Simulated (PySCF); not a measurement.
Vertical excitations of a molecule CH₈N₂Si₃ from TDDFT-M06-2X/def2-SVPD (PySCF), as energy in eV (oscillator strength): 2.76 (0.000), 4.90 (0.001), 5.08 (0.011), 5.26 (0.009), 5.69 (0.003), 6.04 (0.014), 6.28 (0.045), 6.37 (0.094), 6.47 (0.034), 6.74 (0.002). Lowest triplet (TDA): 2.32 eV. Geometry: B3LYP-D3(BJ)/def2-SVP. Other conformers were not sampled.

Task: Pick the molecule that these values belong to.
A. N[Si@@H]1N=C([SiH3])[SiH2]1
B. [SiH3]N1[SiH2]C=N[SiH2]1
C. N[Si@H]1N=C[Si@@H]1[SiH3]
D. [SiH3][Si@@H]1N=C[SiH2]N1

Result: A, N[Si@@H]1N=C([SiH3])[SiH2]1
